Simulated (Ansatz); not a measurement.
The cluster W2F4. The state is a singlet with charge 0. Geometry r2SCAN-D4/def2-SVP; atoms count from 1.

```xyz
6

W    -0.1511   -1.1153    0.2585
W     0.5064    0.9774    0.3392
F    -1.0850    1.8552    0.8355
F     0.8882   -1.7793   -1.1656
F    -1.9596   -0.9545    0.7613
F     1.8011    1.0165   -1.0289
```

In the def2 sets W takes a core potential; there is no spin–orbit coupling. The restricted singlet is unstable towards broken spin symmetry at other levels; at PBE0-D4/def2-TZVP this wasn't settled. Another isomer (triplet) lies 0.39 eV lower at PBE0-D4/def2-TZVP; other spin states weren't run for this one.

Q: Estimate the Mulliken populations from the PBE0/def2-TZVP orbitals of Ansatz.

A: 
| atom | charge (e) | d electrons |
| --- | --- | --- |
| W1 | 0.78 | 4.08 |
| W2 | 0.78 | 4.08 |
| F3 | -0.39 | – |
| F4 | -0.39 | – |
| F5 | -0.39 | – |
| F6 | -0.39 | – |
Mulliken values depend strongly on the basis.

Q: And the Mayer bond orders between heavy atoms (over 0.3)?

A: W1–W2 3.78 (2.20 Å); W1–F4 0.97 (1.88 Å); W1–F5 0.97 (1.88 Å); W2–F3 0.97 (1.88 Å); W2–F6 0.97 (1.88 Å).
